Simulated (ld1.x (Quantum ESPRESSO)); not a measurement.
# gold, RRKJ: configuration errors across variants

Au, norm-conserving RRKJ (Kleinman–Bylander form), made with ld1.x (Quantum ESPRESSO) 7.5 (PBE, scalar-relativistic). Core [Kr] 4d10 4f14 5s2, reference 5p6 5d10 6s1 6p0. Waves: 6s (bound): rc 2.10 bohr; 5p (bound): rc 1.75 bohr; 5d (bound): rc 2.20 bohr. Local part: all-electron potential smoothed inside 1.95 bohr (lloc = -1). Core correction: none. rho0 = 0.005.

All-electron excitation energies from the reference (eV): (1) 5p6 5d10 6s0 6p0 9.409; (2) 5p6 5d9 6s0 6p0 30.617; (3) 5p6 5d8 6s0 6p0 64.494; (4) 5p6 5d9 6s2 6p0 1.693; (5) 5p6 5d10 6s0 6p1 5.248; (6) 5p6 5d7 6s0 6p0 112.206; (7) 5p6 5d10 6s0.5 6p0 3.773.

Tests that are not counted but printed errors over 1 eV. “wave 5d (bound): rc 2.20 bohr becomes 5d (bound): rc 2.84 bohr”: 5p6 5d9 6s2 6p0 (solver errors, printed error -2126 eV).

2 further variants failed, have other tests or another functional or relativity, and are left out.

A true bound ghost makes a file unfit for plane-wave use even where its test errors are small: the radial tests pick states by their node count and pass the ghost by. Where a test does run into it, the solver fails or the error is huge.

Errors AE − PS in meV (a dash: test not solved or not reliable):

```tsv
change	(1)	(2)	(3)	(4)	(5)	(6)	(7)	bound ghosts
base	-10	-9.0	-0.4	-16	+12	+44	-2.9	s
local potential the d channel	-13	-4.6	+1.6	-22	-141	+8.3	-3.4	s
all radii scaled by about 1.15 (s 2.42, p 2.02, d 2.54 bohr); local potential all-electron potential smoothed inside 2.24 bohr (lloc = -1)	-8.4	-35	-7.7	+43	-131	+194	-1.9	none
wave 5d (bound): rc 2.20 bohr becomes 5d (bound): rc 2.84 bohr	-20	-58	+148	–	+8.8	+878	-4.0	s
wave 5p (bound): rc 1.75 bohr becomes 5p (bound): rc 1.82 bohr	-10	-9.0	-0.3	-16	+16	+45	-2.9	s
core correction a·sin(br)/r model core inside 2.04 bohr	-11	-13	-10	-16	+12	+24	-3.0	s
```

Give the same row for: local potential all-electron potential smoothed inside 1.66 bohr (lloc = -1).

-12, -6.1, +1.8, -15, –, +20, -3.2; bound ghosts: p, s. Not counted: 5p6 5d10 6s0 6p1 (solver errors, printed error -2.4 eV).
